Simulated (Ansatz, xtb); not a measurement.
**Two spin states of C2H3I**

Structure X: `C[C]I`, a singlet. Structure Y: `C[C]I`, a triplet. Both are isolated molecules in the gas phase, relaxed with PBE0-D4/def2-TZVP.

X (Å):

```yaml
atoms:
  - { symbol: C, position_ang: [1.1667, -1.4990, 1.1527] }
  - { symbol: C, position_ang: [0.7169, -0.2191, 1.7177] }
  - { symbol: I, position_ang: [-0.4705, -0.5091, 3.3980] }
  - { symbol: H, position_ang: [0.5722, -1.5605, 0.2227] }
  - { symbol: H, position_ang: [1.0496, -2.4312, 1.7120] }
  - { symbol: H, position_ang: [2.1945, -1.3709, 0.7909] }
```

Y (Å):

```xyz
6

C     1.1483   -1.5378    1.1171
C     0.9378   -0.4727    2.0999
I    -0.5812   -0.0832    3.3597
H     0.3802   -1.5355    0.3328
H     1.1598   -2.5329    1.5808
H     2.1177   -1.3893    0.6304
```

Problem. Estimate which is lower in electronic energy at CCSD(T)/def2-TZVPP, and by roughly how much.

Solution. The CCSD(T)/def2-TZVPP calculation puts structure X lower, by 4.8 kcal/mol.

The same difference at several levels:

| level | geometry | E(Y) − E(X) (kcal/mol) | departure from the last row (kcal/mol) | job, with rough time for the two |
| --- | --- | --- | --- | --- |
| PBE0-D4/def2-TZVP | PBE0-D4/def2-TZVP | +0.1 | −4.7 | optimisation, 2.7 min |
| HF/def2-TZVPP | PBE0-D4/def2-TZVP | −17.4 | −22.2 | part of the CCSD(T) run |
| MP2/def2-TZVPP | PBE0-D4/def2-TZVP | +3.4 | −1.4 | part of the CCSD(T) run |
| CCSD(T)/def2-TZVPP | PBE0-D4/def2-TZVP | +4.8 |  | single point, 4.7 min |

HF/def2-TZVPP puts the two in the other order. PBE0-D4/def2-TZVP finds them nearly level. The largest departure from CCSD(T)/def2-TZVPP is that of HF/def2-TZVPP, 22.2 kcal/mol. Levels run at GFN2-xTB geometries aren't shown.

With harmonic frequencies from PBE0-D4/def2-TZVP (ideal gas, rigid rotor, one conformer each, 298.15 K, 1 atm): the zero-point term adds +0.5 kcal/mol; ΔH is +5.3 and ΔG +4.8 kcal/mol.

Open shells are spin-unrestricted. The correlated steps freeze 6 core orbitals; the filled d shell of I is correlated, in a basis made for valence electrons. Atoms past krypton carry core potentials in the def2 sets and no spin–orbit term is included. ΔG holds the spin degeneracy. Mirror images aren't counted in ΔG. Codes used: Ansatz 0.2.0; the last row on 2 threads of Intel(R) Xeon(R) Processor @ 2.50GHz (Skylake/Cascade Lake) on a shared host.
